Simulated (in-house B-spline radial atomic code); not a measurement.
Successive ionisation energies of silicon; each step leads to the configuration of the next row (after the last: [He] 2s2 2p2). Dirac energy differences include first-order Breit, QED and recoil terms. NIST's values go from ground level to ground level; the uncertainty of those that are theory runs from under 0.1 % in few-electron ions to several per cent in heavy many-electron ones. Computed with a radial B-spline atomic code at the basis-set limit: Dirac-Hartree-Fock, average of the configuration, finite nuclei.

```
 ion  configuration  ionisation energy (eV)  tabulated value (eV)  tabulated kind  computed minus tabulated (eV)  highest orbital  largest mean radius (bohr)
  Si   [Ne] 3s2 3p2                    7.10               8.15168        measured                          -1.05            3p3/2                      2.7911
 Si+   [Ne] 3s2 3p1                       ?                     ?        measured                              ?                ?                           ?
Si2+       [Ne] 3s2                   32.02                33.493        measured                          -1.47            3s1/2                       1.982
Si3+       [Ne] 3s1                   44.73              45.14179        measured                          -0.42            3s1/2                      1.8661
Si4+   [He] 2s2 2p6                  165.39               166.767        measured                          -1.37            2p3/2                     0.55962
Si5+   [He] 2s2 2p5                  206.60               205.279  semi-empirical                           1.32            2p3/2                     0.54508
Si6+   [He] 2s2 2p4                       ?                     ?  semi-empirical                              ?                ?                           ?
Si7+   [He] 2s2 2p3                  298.02                303.59  semi-empirical                          -5.57            2p3/2                     0.51756
```

Fill in the row of Si+.

ionisation energy (eV): 15.70; tabulated value (eV): 16.34585; computed minus tabulated (eV): -0.65; highest orbital: 3p3/2; largest mean radius (bohr): 2.4719.

Fill in the row of Si6+.

ionisation energy (eV): 250.82; tabulated value (eV): 246.57; computed minus tabulated (eV): 4.25; highest orbital: 2p3/2; largest mean radius (bohr): 0.53104.

Where is the largest jump?

From Si3+ to Si4+, by a factor of 3.70 (44.725 to 165.39 eV); the highest orbital goes from 3s1/2 to 2p3/2.

Where a p, d or f electron is removed, the computed value is a mean over both j, so it misses the tabulated one by a part of the spin-orbit splitting; averaging over terms and missing correlation add to the gap, relatively most at low charge.
